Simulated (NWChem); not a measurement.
# SiHOBrF₂; SMILES O[Si](F)(F)Br

```xyz
6

O      1.5754    -1.2833    -0.0089
Si     0.0249    -0.7952    -0.0003
F     -0.7567    -1.3641     1.2799
F     -0.7711    -1.3631    -1.2720
Br    -0.0275     1.3764     0.0003
H      1.7614    -2.2281    -0.0050
```
Atoms are numbered in this order, from 1.

Program: NWChem. Pople sets run with spherical d functions. All runs use the structure optimised with PBE0/def2-SVP. Ions are spin-unrestricted doublets at the neutral geometry; other ion states weren't tried. Functional: LC-ωPBE (HJS hole) with 6-31G*; rows give the range parameter ω in 1/bohr.

For range parameter (1/bohr) 0.20:

| Quantity | Result |
|---|---|
| −ε(HOMO) (eV) | 10.38 |

### Question
Estimate the same quantities for range parameter (1/bohr) 0.15.

### Answer
The −ε(HOMO) (eV) is 9.82.
